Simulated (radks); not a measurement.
Task: Neutral rubidium, [Kr] 5s1. Method: non-relativistic Kohn-Sham, PBE, spin-polarised, spherical densities, point nucleus; computed with a radial shooting solver on a logarithmic mesh with Libxc functionals. Every spin shell is full or empty, so the densities are truly spherical. Functionals are evaluated on that one density, not self-consistently. Rank these orbital-free kinetic functionals by their error against the exact value of the orbitals, and give that value: Thomas-Fermi, TF + vW, TF + vW/9, Perdew 92, Thakkar, Pearson, PG1, DePristo-Kress, Ernzerhof.

Result: Exact: 2938.12 hartree. From best to worst, with 100 (|E| - |E exact|)/|E exact| (equal figures are ties): DePristo-Kress -0.07, Ernzerhof -0.37, Thakkar -0.48, Perdew 92 -0.70, TF + vW/9 -0.71, Pearson -1.04, Thomas-Fermi -5.81, PG1 +17.02, TF + vW +40.11.
